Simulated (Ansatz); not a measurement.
`Cc1ccc[se]1`. The species carries charge 0 and has multiplicity 1.

```
atom   x (Å)   y (Å)   z (Å)
  C1  -1.375   0.462  -1.421
  C2  -0.394  -0.017  -0.410
  C3   0.388   0.731   0.413
  C4   1.242   0.003   1.289
  C5   1.155  -1.345   1.180
 Se6  -0.082  -1.833  -0.111
  H7  -1.395   1.554  -1.427
  H8  -2.387   0.110  -1.205
  H9  -1.119   0.125  -2.429
 H10   0.356   1.814   0.394
 H11   1.911   0.488   1.990
 H12   1.701  -2.091   1.736
```

(1) What are the harmonic wavenumbers in cm⁻¹ at PBE0-D4/def2-TZVP (Ansatz, finite differences of forces, unscaled)? (Best estimate.)

(2) Is this a minimum?

(3) Give the ideal-gas thermochemistry at 298.15 K and 1 bar (rigid rotor, harmonic oscillator; point group Cs, symmetry number 1).

## Answers

(1) Computed: 106, 226, 269, 438, 452, 559, 584, 680, 699, 819, 840, 915, 987, 1054, 1068, 1093, 1183, 1262, 1374, 1407, 1469, 1484, 1526, 1617, 3046, 3106, 3130, 3196, 3214, 3265.

(2) Yes, all 30 modes are real.

(3) Zero-point energy 245.6 kJ/mol; H(298) − E = 264.0 kJ/mol; entropy 332.1 J/(mol·K), of which translation 170.9, rotation 114.8, vibration 46.4; G(298) − E = 165.0 kJ/mol.
